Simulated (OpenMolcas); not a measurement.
Re5+ (d2) among equal point charges was computed by CASSCF with the d shell active (OpenMolcas, ANO-RCC-VDZP on the metal). Its lowest spin-free states, and all those of the highest spin:

```tsv
2S+1	Degeneracy	E (cm-1)
3	1	0.0
3	2	1072
3	1	4726
3	2	8812
1	1	10731
3	1	11150
1	1	11778
1	1	13090
1	2	13511
3	2	18614
1	1	18951
1	1	19625
3	1	32256
```

Task: Is the site octahedral, tetrahedral or cube-like, axial, or of lower symmetry?

Result: The states with 2S+1 = 3 have orbital degeneracies 1, 2, 1, 2, 1, 2, 1. There are pairs but no triples, so the site is axial: not cubic, but with a proper or improper axis of order three or more. The run had Re5+ among 5 point charges of -2 e arranged as a square pyramid (C4v), 2.22 Å from the ion, with the axial distance 2.642 Å.

Spin-orbit coupling mixes the spin-free states strongly: the lowest level takes only 54 % from its leading state, 2S+1 = 3, which lies 1072 cm-1 above the lowest spin-free state. Without dynamic correlation the repulsion within the d shell is too large (B by tens of per cent), so at a given field states of lower spin stand too high. Point charges carry no covalency, so the field is a model and not that of real ligands. An unlabelled pair can be two single states that coincide in this model. No measured value stands beside these numbers.
